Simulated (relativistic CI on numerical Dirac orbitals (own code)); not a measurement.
**What each ingredient does to the levels of Ho II**

Base calculation: Dirac-Coulomb-Breit CI, KLI orbitals optimised for each configuration, model QED (radiative potential, 1s self-energy scaled to tabulated hydrogen-like ionisation energies), valence Slater integrals scaled by 0.85, P86 correlation energy added to each configuration.

Configurations in the expansion (outside the closed core [Xe]): 4f¹¹6s, 4f¹¹5d, 4f¹¹6p, 4f¹⁰6s², 4f¹⁰6s5d, 4f¹¹6d, 4f¹⁰6s6p, 4f¹¹7s, 4f¹², 4f¹⁰6p², 4f¹¹7p, 4f⁹6s²5d, 4f¹¹8s, 4f¹¹5f, 4f¹⁰6s7s, 4f¹¹7d, 4f¹¹9s, 4f¹¹8d. Levels of other configurations are missing.

The lowest level and the first level of each name with at least 55 % of one term (blank where a level has no safe partner in the second run):

```
        Level  Base (cm⁻¹)  Shift (cm⁻¹)
  4f¹⁰6s² ⁵I8          0.0           0.0
 4f¹⁰6s5d ⁷I9        160.1         +85.0
4f¹⁰6s5d ⁷K10       1481.0         -54.4
4f¹⁰6s5d ⁷L11       2909.9        -186.2
  4f¹⁰6s² ⁵I7       5078.2         +61.9
  4f¹⁰6s² ⁵I6       8592.0         -32.6
  4f¹¹6s ⁵I°8      10801.6       -2308.0
  4f¹⁰6s² ⁵I5      11149.2        -186.3
  4f¹¹6s ³I°7      11653.7       -2410.1
  4f¹⁰6s² ⁵I4      13185.1        -224.4
 4f¹⁰6s5d ⁵L9      13195.9        -469.6
```

For a near-neutral ion this model can misplace configurations by up to about 10,000 cm⁻¹ (more where the count of f electrons changes) and terms by 10 to 25 % of their spread. Rates follow the energies as ν³ (E1, M1) or ν⁵ (E2), so they and the lifetimes can be off by large factors. The fine structure of a lone outer electron comes out too small, for d and f at times inverted, and misplaced configurations move strength between like terms. 8 of the 17 excited levels that our extract of the measured tables holds in this range could be paired (the sources list more); they are missed by 1237 cm⁻¹ on average and 2494 at most, and levels without a partner can miss by more. Some levels of the ground configuration have no partner and can miss by 10 % or more. The computed lowest level isn't the tabulated ground level, which NIST ASD gives as 4f11 (4I*<15/2>) 6s<1/2> (15/2,1/2)°8.

(1) One thing was changed in a second run, which moved the levels as shown. Which?
A. valence Slater integrals scaled by 0.75
B. configuration mixing switched off
C. QED terms removed
D. Breit term removed
E. self-excluded LDA correlation estimate

Results:

(1) A. Valence Slater integrals scaled by 0.75. Scaling acts on the splittings between terms and on the mixing, and leaves the fine structure of pure LS terms nearly alone; in jj coupling it moves the levels of one term differently.

LS names give the leading component of a level, which can be under half, so a name can repeat, a term be missing and a line seem to break the LS rules.
